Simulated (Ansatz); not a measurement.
Species: C3H11NSi, net charge 0, singlet state. 
Coordinates optimised at B3LYP-D3(BJ)/def2-TZVP (Ansatz, a first-principles code):
SMILES: CC[SiH2]NC
```xyz
16

C     -2.0073     1.0107     0.0730
C     -1.3238    -0.1586     0.7904
Si     0.0142    -1.0040    -0.2187
N      1.2194     0.1293    -0.7037
C      2.0493     0.8779     0.2280
H     -2.4945     0.6789    -0.8466
H     -2.7693     1.4792     0.6997
H     -1.2830     1.7779    -0.2051
H     -0.8862     0.1801     1.7356
H     -2.0578    -0.9227     1.0685
H     -0.5355    -1.5675    -1.4773
H      0.5462    -2.1303     0.6049
H      1.6503    -0.0045    -1.6047
H      2.9293     0.3223     0.5760
H      1.4631     1.1459     1.1091
H      2.3940     1.8121    -0.2216
```
Charge 0, spin multiplicity 1.

Wanted: vertical ionisation energy (to the doublet state of charge +1; each state is the SCF solution reached for its spin), in eV. Valence correlation only, unless marked. UHF or UKS for open shells. Spin-orbit coupling is left out. No relativistic terms. CBS(X,Y): correlation extrapolated as X^-3; Hartree-Fock from the larger set.

| level | program | vertical ionisation energy (eV) |
|---|---|---|
| HF/aug-cc-pV(D+d)Z | Ansatz | 7.62 |
| HF/aug-cc-pV(T+d)Z | Ansatz | 7.64 |
| HF/aug-cc-pV(Q+d)Z | Ansatz | 7.65 |
| SVWN5/def2-TZVPD | Ansatz | 8.53 |
| PBE/def2-TZVPD | Ansatz | 8.40 |
| r2SCAN/def2-TZVPD | Ansatz | 8.46 |
| PBE0/def2-TZVPD | Ansatz | 8.62 |
| BHLYP/def2-TZVPD | Ansatz | 8.64 |
| wB97M-V/def2-TZVPD | Ansatz | 8.85 |
| MP2/aug-cc-pV(D+d)Z | Ansatz | 9.02 |
| RI-MP2/aug-cc-pV(T+d)Z | Ansatz | 9.19 |
| RI-MP2/CBS(aug-cc-pV(T+d)Z,aug-cc-pV(Q+d)Z) | Ansatz | 9.29 |
| SCS-MP2/aug-cc-pV(D+d)Z | Ansatz | 8.95 |
| CCSD/aug-cc-pV(D+d)Z | Ansatz | 8.72 |
